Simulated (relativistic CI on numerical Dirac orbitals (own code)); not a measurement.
**V⁺ in a cubic cluster: 2p photoemission with charge transfer**

Computed with a charge-transfer multiplet model of a cubic metal-ligand cluster with up to one ligand hole, Slater and spin-orbit integrals from Dirac-Coulomb-Breit ions, Slater integrals scaled by 0.7. The ground state mixes d4 with configurations of k ligand holes L, whose averages lie at kΔ + k(k − 1)U_dd/2; a core hole lowers each added d electron by U_cd. 300 K, Lorentzian 0.6 eV and Gaussian 0.8 eV FWHM.

Atomic integrals in eV (Slater integrals scaled, ζ unscaled), ground: F2dd 5.287, F4dd 3.249, zeta_d 0.015; with the core hole: F2dd 6.869, F4dd 4.275, zeta_d 0.030, zeta_core 4.613, F2cd 3.776, G1cd 2.721, G3cd 1.543.

Cluster parameters (eV): Δ = 7, U_dd = 5.6, U_cd = 6.4, 10Dq = 0.95, 10Dq(ligand) = 0.3, final-state hopping factor = 1.

```csv
Case,n_d,d4,d5L,S
"V(eg) = 1.8 eV, V(t2g) = -0.98 eV",4.14,0.86,0.14,2.00
"V(eg) = 2.1 eV, V(t2g) = -1.15 eV",4.17,0.83,0.17,2.00
"V(eg) = 2.4 eV, V(t2g) = -1.31 eV",4.19,0.81,0.19,2.00
```

Weights, n_d and S are thermal averages at 300 K. Binding energies count from the first peak over 30 % of the highest in each spectrum, which can be another peak from case to case. The parameters are a model scan and need not match a compound or its usual spin state. Peaks in eV (height, largest 100):
- V(eg) = 1.8 eV, V(t2g) = -0.98 eV: 0.0 (100), 3.1 (26), 8.0 (68), 15.7 (6)
- V(eg) = 2.1 eV, V(t2g) = -1.15 eV: 0.0 (100), 3.6 (20), 8.1 (62)
- V(eg) = 2.4 eV, V(t2g) = -1.31 eV: 0.0 (100), 3.8 (16), 8.0 (57)

Curve for V(eg) = 1.8 eV, V(t2g) = -0.98 eV (points under 2 left out, the grid thinned):

```tsv
E (eV)	Intensity
-3.6	2.1
-3.1	2.8
-2.7	3.7
-2.2	5.6
-1.7	10.4
-1.2	26.1
-0.8	57.7
-0.3	96.0
0.2	98.6
0.7	87.8
1.1	68.6
1.6	41.4
2.1	25.8
2.5	24.4
3.0	26.2
3.5	25.2
4.0	22.5
4.4	18.4
4.9	14.1
5.4	12.9
5.9	13.5
6.3	15.9
6.8	25.7
7.3	48.2
7.7	64.4
8.2	66.3
8.7	46.2
9.2	25.0
9.6	16.9
10.1	12.7
10.6	11.0
11.1	10.1
11.5	9.1
12.0	6.8
12.5	4.7
12.9	3.8
13.4	3.3
13.9	3.1
14.4	3.1
14.8	3.5
15.3	4.9
15.8	5.5
16.3	4.2
16.7	2.9
17.2	2.0
```

For the case V(eg) = 2.4 eV, V(t2g) = -1.31 eV, Δ = 7 eV is larger than U_dd = 5.6 eV, the Mott-Hubbard side of the Zaanen-Sawatzky-Allen scheme. With the core hole the average of the configuration with one ligand hole lies at Δ − U_cd = 0.6 eV before mixing: the effective hopping of about 4.6 eV (from the holes of the mixed ground state) is comparable with this gap or larger, so the configurations mix strongly.

With at most 1 ligand hole the space is cut while the next configuration still counts, so covalency is underestimated, and a final configuration with one more ligand hole, which can lie low, is missing from the spectra.
